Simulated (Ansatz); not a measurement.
The first iterations of a band of GaH6NO (9 atoms, charge 0, multiplicity 1).

Theory: RKS CAM-B3LYP-D4/def2-SVP (Ansatz 0.2.0).

| Item | Value |
| --- | --- |
| movable images | 5 |
| climbing image | yes |
| spring | 5.0 eV/Å² |
| optimiser | quadratic models (default) |
| start path | through a guess of the saddle point |
| force threshold | 0.05 eV/Å |
| iteration limit | 53 |
| end points | relaxed |

First end point:

```xyz
9
Properties=species:S:1:pos:R:3
Ga -0.031 0.151 0.200
O -0.362 -0.222 1.967
H -0.870 -1.011 2.174
H 1.423 -0.184 -0.300
H -1.292 0.146 -0.745
N 0.149 2.151 0.861
H 1.076 2.568 0.785
H -0.541 2.811 0.506
H -0.054 1.949 1.847
```

Last end point:

```xyz
9
Properties=species:S:1:pos:R:3
Ga 0.108 0.431 -0.044
O -0.180 -0.071 2.024
H -1.055 -0.387 2.288
H 1.490 -0.207 -0.385
H -1.269 0.038 -0.681
N 0.141 2.155 0.751
H 1.027 2.656 0.768
H -0.584 2.816 0.479
H -0.179 0.928 2.095
```

| iteration | highest image above the first end (eV) | largest band force component (eV/Å) |
| --- | --- | --- |
| 1 | 3.585 | 9.508 |
| 2 | 2.068 | 1.936 |
| 3 | 1.450 | 1.186 |

Problem. Does the band converge within its limit, and where does its top end?

Solution. The run converged. It ended after 11 iterations with the highest image 0.637 eV above the first end. A vibrational analysis at the climbing image gives one clearly imaginary mode, 964i cm⁻¹: a first-order saddle point. The orbitals stay closed-shell, which can raise the energy where a bond breaks towards radicals; this wasn't checked here.

The run took 3.6 min on 2 threads of Intel(R) Xeon(R) Platinum 8259CL CPU @ 2.50GHz (Skylake/Cascade Lake), on a shared host, peak memory 0.23 GiB.
